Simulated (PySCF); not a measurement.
Trend along the alkali metals: MPb molecules

CCSD(T) with double-zeta basis sets in PySCF, for the lowest determinant that a PBE0 search found; no spin–orbit coupling. De refers to high-spin ground-configuration atoms.

| M | basis | reference, frozen orbitals | state (unpaired electrons) | Re (Å) | ωe (cm⁻¹) | De (eV) |
| --- | --- | --- | --- | --- | --- | --- |
| Li | cc-pVDZ/cc-pVDZ-PP | UHF, 4 | quartet (σ ↑, π ↑↑) | 2.664 | 348 | 1.33 |
| Na | def2-SVP | UHF, 5 | quartet (σ ↑, π ↑↑) | 3.000 | 170 | 1.05 |
| Rb | def2-SVP | UHF, 4 | quartet (σ ↑, π ↑↑) | 3.521 | 88.6 | 1.05 |
| Cs | def2-SVP | UHF, 4 | quartet (σ ↑, π ↑↑) | 3.690 | 75.7 | 1.16 |

(1) The row for M = K is missing. Estimate Re, ωe and De as the mean of the rows for Na and Rb, and compare with the calculation.

The rows differ in basis set, which adds steps of its own.

Correlated steps freeze the inner cores (4 to 9 orbitals); shallow outer-core shells are correlated. Correlated levels converge slowly with the basis: in double zeta they bind strong bonds too weakly, by up to about 1 eV, and carry superposition errors of some tenths. Spin–orbit coupling is left out, which matters for elements this heavy, above all for dissociation energies. States were picked by a PBE0 search and need not be the measured ground states.

Results:

(1) The means are 3.260 Å, 129 cm⁻¹ and 1.05 eV. UHF-CCSD(T) in def2-SVP gives KPb as a quartet (σ ↑, π ↑↑) with Re = 3.383 Å, ωe = 122 cm⁻¹, De = 1.13 eV, so the estimate is off by -12.2 pm, +6 % and -0.08 eV.
